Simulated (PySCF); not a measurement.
PySCF input for ethylmethylamine (C3H9N), SMILES CCNC, PBE0/pcSseg-1. Coordinates come from a B3LYP-D3(BJ)/def2-SVP optimisation. The values are those of a single conformer.

```python
import numpy as np
from pyscf import gto, scf, dft
from pyscf.prop.nmr import rks as nmr

mol = gto.M(
    atom='''
    C    -1.88510458   -0.08655506    0.25890527
    C    -0.48352843   -0.52011090   -0.15073326
    N     0.48960691    0.52781874    0.09941480
    C     1.84751290    0.17212111   -0.25695337
    H    -2.17146405    0.83771609   -0.26623578
    H    -2.62647747   -0.86767365    0.02975188
    H    -1.93731593    0.11229339    1.34326086
    H    -0.22557236   -1.47921363    0.35891648
    H    -0.46793332   -0.74660594   -1.23259689
    H     0.44762264    0.80481654    1.07992656
    H     2.53529728    0.99196925    0.00342540
    H     1.92030118    0.01704377   -1.34718054
    H     2.22501421   -0.75780786    0.22751660
    ''',
    basis='pcSseg-1',
    charge=0,
    spin=0,
    max_memory=1600,
    verbose=3,
)
mf = dft.RKS(mol, xc='pbe0')
mf.grids.level = 3
mf.conv_tol = 1e-10
mf.max_cycle = 100
mf.kernel()
n = nmr.NMR(mf)
n.verbose = 2
n.max_cycle_cphf = 60
sigma = n.kernel()
print('atom   isotropic/ppm   span/ppm')
for i, s in enumerate(sigma):
    w = np.linalg.eigvalsh((s + s.T) / 2)
    print(f'{mol.atom_symbol(i):2s}{i + 1:3d} {w.mean():14.3f} {w[2] - w[0]:11.3f}')
```

Program output:

```
converged SCF energy = -174.240833333318
atom   isotropic/ppm   span/ppm
C   1        166.270      32.402
C   2        134.769      54.434
N   3        215.018      78.812
C   4        145.235      64.897
H   5         29.894       9.397
H   6         30.112      10.687
H   7         30.367       9.172
H   8         28.788       8.729
H   9         28.979       8.638
H  10         31.960      16.963
H  11         28.549      10.680
H  12         28.930       9.968
H  13         28.925      10.476
```

Self-consistency was reached.
